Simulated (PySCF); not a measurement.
```xyz
6
charge 0 multiplicity 1, angstrom
Pt   -0.0068   -0.0006    0.0000
O     0.0008   -1.7459    0.0000
O    -0.0159    0.8393   -1.6847
O    -0.0159    0.8393    1.6847
H     0.8964    0.9305   -2.0148
H     0.8964    0.9305    2.0148
```

All numbers come from PySCF, B3LYP, basis Pt def2-SVP with ECP60, O def2-SVP, H def2-SVP (scalar-relativistic core potentials, no spin–orbit coupling, density fitting).

This geometry of PtO(OH)₂ is a stationary point at this level.

Problem. What is the point group?

Solution. Cs.

Problem. Is it a minimum?

Solution. Yes: all harmonic wavenumbers are real.

Problem. Give the atomic charges and bond orders.

Solution. 
```tsv
atom	Mulliken	Löwdin	polar tensor	Mayer order to Pt1
Pt1	0.61	0.16	0.97	–
O2	-0.33	-0.15	-0.42	1.70
O3,4	-0.36	-0.11	-0.55	1.04
H5,6	0.22	0.11	0.28	0.01
```
Other Mayer orders above 0.3: O–H 0.94 (×2).

Problem. Give the ideal-gas entropy at 298.15 K and 1 bar by parts.

Solution. translation 177.5, rotation 107.0, vibration 34.6, spin 0.0; total 319.1 J/(mol K).

Problem. What is the atomisation energy, with and without zero-point energy?

Solution. 1768 kJ/mol without, 1687 kJ/mol with.

Other isomers or separated fragments may lie lower. No spin–orbit coupling is included, which matters more the heavier the element.
